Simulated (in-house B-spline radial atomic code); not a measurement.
RPA and G0W0 for the praseodymium ion Pr⁵⁺, [Kr] 4d10 5s2 5p6, as one setting changes: the highest l of the empty states. Start: r2SCAN. A dash marks a level of low quasi-particle weight. Computed with a B-spline radial code for spherical atoms: all electrons, scalar-relativistic (spin-free one-electron X2C), finite nucleus, each spin shell either full or empty, empty states to the listed l with an (l + 1/2)⁻⁴ tail; G0W0 by contour deformation at full frequency.

Spin-orbit coupling, left out, splits p levels strongly here.

| highest l of the empty states | RPA summed (Eh) | RPA extrapolated (Eh) | G0W0 level (eV) |
| --- | --- | --- | --- |
| 4 | -3.7146 | -4.4241 | 5p -83.71 |
| 5 | ? | ? | ? |
| 6 | -4.1912 | -4.461 | - |
| 7 | -4.275 | -4.4462 | - |
| 8 | -4.3208 | -4.4294 | - |
| 9 | -4.3478 | -4.4209 | - |
| 10 | ? | ? | ? |
| 11 | -4.3759 | -4.4134 | - |

(1) What belongs in the row for 10?

(2) What belongs in the row for 5?

Answers

(1) RPA summed (Eh): -4.3648; RPA extrapolated (Eh): -4.4162; G0W0 level (eV): -.

(2) RPA summed (Eh): -4.0341; RPA extrapolated (Eh): -4.4791; G0W0 level (eV): 5p -83.71.
